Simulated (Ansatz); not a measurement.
Total energies of C2H8OSi2 (`O=CC([SiH3])[SiH3]`).

```tsv
atom	x (Å)	y (Å)	z (Å)
O1	-2.045	0.814	0.740
C2	-1.596	0.387	-0.293
C3	-0.150	0.123	-0.526
Si4	0.936	1.350	0.421
Si5	0.251	-1.649	0.010
H6	-2.272	0.149	-1.142
H7	0.070	0.157	-1.600
H8	1.013	0.994	1.858
H9	0.404	2.725	0.262
H10	2.303	1.276	-0.161
H11	-0.048	-1.811	1.453
H12	1.693	-1.899	-0.244
H13	-0.559	-2.615	-0.779
```

The species carries charge 0 and has multiplicity 1. All single points use the PBE0-D4/def2-TZVP geometry. It is one conformer, not always the lowest. Basis def2-TZVPP, Ansatz 0.2.0.

RPA on PBE orbitals: Hartree–Fock energy of these orbitals -733.12455 Eh, correlation -1.40986 Eh (frozen core).

```tsv
functional	energy without D4 (Eh)	D4 term (kJ/mol)
revPBE	-735.12571	-90.6
HSE06 (plane-wave form)	-734.84837	-24.8
```

Problem. Give the same for LDA (SPW92), PBE, BLYP, r2SCAN, B97M-V, PBE0, B3LYP, r2SCANh, r2SCAN0, BHLYP, CAM-B3LYP, LC-ωPBE, ωB97X-V, ωB97M-V, B2PLYP, PBE-QIDH. (Estimate.)

Solution. Computed: 
| functional | energy without D4 (Eh) | D4 term (kJ/mol) |
| --- | --- | --- |
| LDA (SPW92) | -731.66193 | – |
| PBE | -734.79975 | -31.2 |
| BLYP | -735.23106 | -68.0 |
| r2SCAN | -735.15689 | -7.7 |
| B97M-V | -735.12940 | – |
| PBE0 | -734.87018 | -26.6 |
| B3LYP | -735.34759 | -50.4 |
| r2SCANh | -735.14536 | -8.3 |
| r2SCAN0 | -735.12941 | -9.1 |
| BHLYP | -735.20947 | -39.4 |
| CAM-B3LYP | -735.23783 | -27.1 |
| LC-ωPBE | -735.01903 | – |
| ωB97X-V | -735.16114 | – |
| ωB97M-V | -735.18314 | – |
| B2PLYP | -734.93089 | – |
| PBE-QIDH | -734.67950 | – |

B3LYP takes the VWN-RPA correlation (the form of Gaussian; ORCA's B3LYP/G). HSE06 is the plane-wave form, built on full-range PBE exchange. The double hybrids freeze the cores in their second-order part.

LC-ωPBE has ω = 0.4 bohr⁻¹.
